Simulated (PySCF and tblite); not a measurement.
Values are calculated unless marked as measured or tabulated.
System: C7H9NO2, numbered as in [CH3:1][CH2:2][CH2:3]/[N:4]=[CH:5]/[C:6]#[C:7][C:8](=[O:9])[OH:10].

For the shift of H on O10 from O10 to O9: electronic barrier 33.92 kcal/mol, zero-point change -3.04 kcal/mol, thermal and entropy terms at 298.15 K a further 0.03 kcal/mol (symmetry numbers apart). The minimum is C1, the saddle C1. The path came from a restrained scan, a climbing-image band and a saddle search at GFN2-xTB; energies are PBE0/pcSseg-1 + D3(BJ)//GFN2-xTB, thermal terms GFN2-xTB. Rates follow Eyring's equation with the number of equivalent paths and no tunnelling. Run with tblite and PySCF.

How many equivalent paths lead out of the minimum?

1: the symmetry number of the minimum is 1, that of the saddle displaced along its mode 1.

Work out the rate at 298.15 K.

ΔG‡ = 30.91 kcal/mol; k_B T/h = 6.2×10¹² s⁻¹; exp(−ΔG‡/RT) = 2.2×10⁻²³; times 1 gives k = 1.4×10⁻¹⁰ s⁻¹.

Tunnelling of the moving H, left out here, will speed the real process. In real samples such hydrogens mostly exchange between molecules or through solvent, far faster than by this path. DFT energies on a tight-binding saddle of a bond shift can be off by several kcal/mol.
